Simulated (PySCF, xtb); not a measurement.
CH₇ClO₂Si₂, SMILES OC[SiH2]O[SiH2]Cl.

Geometry optimised at B3LYP-D3(BJ)/def2-SVP. This is a generated structure with no PubChem entry under its InChIKey; it may be hypothetical. Other conformers were not sampled.

These are PySCF with C-PCM-B3LYP/def2-SVP values and carry that method's errors.

The values are the electrostatic part of the solvation free energy, E(continuum) − E(gas) at the gas-phase geometry, in a cavity of scaled van der Waals radii (PySCF's table); cavitation and dispersion terms are not included. In vacuum the orbital gap is 7.38 eV. The dipole moment in vacuum is 0.72 D.

```
solvent                ε  ΔG(elec) (kcal/mol)  dipole (D)  gap (eV)
-----------------  -----  -------------------  ----------  --------
water              78.36                 -3.5        0.90      7.45
dimethylsulfoxide  46.83                 -3.4        0.89      7.45
methanol           32.61                 -3.4        0.89      7.45
```

For comparison, GFN2-xTB/ALPB(water) (xtb, at the GFN2-xTB geometry, all terms of that model) gives -2.6 kcal/mol.
